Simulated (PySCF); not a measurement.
Compound: C6H7NO.
Numbering: `[CH3:1][O:2][c:3]1[cH:4][cH:5][n:6][cH:7][cH:8]1` (hydrogens: H9, H10, H11 on C1; H12 on C4; H13 on C5; H14 on C7; H15 on C8)

Torsions of this conformer, `[CH3:1][O:2][c:3]1[cH:4][cH:5][n:6][cH:7][cH:8]1`: C1–O2–C3–C4 -179°.

The closed-shell ground state was solved at several levels (PySCF, density fitting, gas phase, non-relativistic). The structure is a single PBE0-D3(BJ)/def2-TZVP conformer in the gas phase; no vibrational or solvent corrections.

| level | basis functions | HOMO (eV) | LUMO (eV) | gap (eV) | dipole (D) |
| --- | --- | --- | --- | --- | --- |
| wB97X-D/pcSseg-2 | 386 | -9.02 | 1.30 | 10.32 | 3.29 |
| B97-2/pcSseg-2 | 386 | -7.00 | -0.49 | 6.51 | 3.28 |
| PBE0/pcSseg-2 | 386 | -7.25 | -0.46 | 6.79 | 3.29 |

(1) What might KT3/pcSseg-2 (386 basis functions) give for the same quantities?

(2) Over all these levels, which gives the widest orbital gap and which the narrowest?

(3) In the pcSseg-2 basis, how does the gap go with the fixed share of exact exchange?

(4) How far do the dipole and the HOMO energy spread over the levels?

Results:

(1) HOMO -6.02 eV, LUMO -1.30 eV, gap 4.72 eV, dipole 3.22 D.

(2) wB97X-D/pcSseg-2 (range-separated hybrid) has the widest, 10.32 eV, and KT3/pcSseg-2 (GGA) the narrowest, 4.72 eV. From the narrowest to the widest the HOMO moves by -3.00 eV and the LUMO by +2.60 eV.

(3) KT3 (0 %) 4.72 eV; B97-2 (21 %) 6.51 eV; PBE0 (25 %) 6.79 eV. Each rise in the share widens the gap here.

(4) The dipole runs from 3.22 to 3.29 D (mean 3.27 D) and the HOMO from -9.02 to -6.02 eV.
